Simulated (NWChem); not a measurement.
Ionisation of CCl$_{2}$

```xyz
3

Cl     1.4022     0.0000     0.1491
C      0.0000     0.0000    -0.8450
Cl    -1.4022     0.0000     0.1491
```
Charge 0, spin multiplicity 1.

The numbers come from NWChem runs, not from measurements. The geometry was optimised at PBE0/def2-SVP, a minimum by its harmonic frequencies.

Basis set: def2-TZVPD. The species with one electron less has spin multiplicity 2 and keeps the geometry of the parent. Δ marks differences of total energies (open shells unrestricted; coupled cluster on restricted open-shell references). −ε marks an orbital energy of the parent. That orbital need not have the symmetry of the hole or added electron in the Δ rows.

The correlated methods keep 11 core orbitals frozen. B3LYP has NWChem's definition, with VWN1-RPA local correlation. The structure started from a generated list of species. The stability of the SCF solutions was not checked.

Question: One of these methods gave a first vertical ionisation energy of 10.93 eV. Which?
A. −ε(HOMO) of B3LYP
B. −ε(HOMO) of HF
C. −ε(HOMO) of PBE
D. ΔB3LYP

Answer: B, −ε(HOMO) of HF. The others give 6.26 (−ε(HOMO) of PBE), 7.39 (−ε(HOMO) of B3LYP), 9.98 (ΔB3LYP).
